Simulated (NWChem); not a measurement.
System: CH₄F₂OSi; SMILES C[Si](O)(F)F

NWChem input:

```
start job
memory heap 200 mb stack 900 mb global 1100 mb
geometry units angstroms noautosym nocenter noautoz
  C      0.383999    -1.792766     0.002227
  Si    -0.018353    -0.002472    -0.000708
  O     -1.640968     0.216808    -0.008464
  F      0.638965     0.745843    -1.273511
  F      0.626969     0.748168     1.276839
  H     -0.034900    -2.281349     0.894248
  H      1.473462    -1.944003     0.002342
  H     -0.034894    -2.283615    -0.888568
  H     -1.983132     1.115658    -0.009307
end
basis spherical
  * library 6-31g*
end
dft
  xc m05-2x
  iterations 150
end
cosmo
  do_cosmo_smd true
  solvent water
end
task dft energy
```

Geometry: optimised at PBE0/def2-SVP. Solvent: water.

Level: M05-2X/6-31G* with SMD (1 M gas to 1 M solution), gas-phase geometry. Reactions with the solvent are ignored.

### Question
Give the results of this calculation. (M05-2X/6-31G* (spherical d), SMD on the gas-phase geometry.) Quantities: solvation free energy (kcal/mol); cavity-dispersion-structure term (kcal/mol); dipole in solution (D).

### Answer
```yaml
solvation free energy (kcal/mol): -5.0
cavity-dispersion-structure term (kcal/mol): 3.7
dipole in solution (D): 1.14
```
